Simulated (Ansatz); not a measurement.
`[AlH2][I]`, charge 0, multiplicity 1.

Question: Give a relaxed structure at PBE0-D4/def2-TZVP (the Gaussian-basis code of Ansatz). (Estimate.)

Answer: The calculation gave: 
```xyz
4

Al    0.041   -0.166    0.183
I    -0.368    1.473   -1.622
H    -1.144   -0.479    1.174
H     1.470   -0.828    0.265
```
Point group C2v.
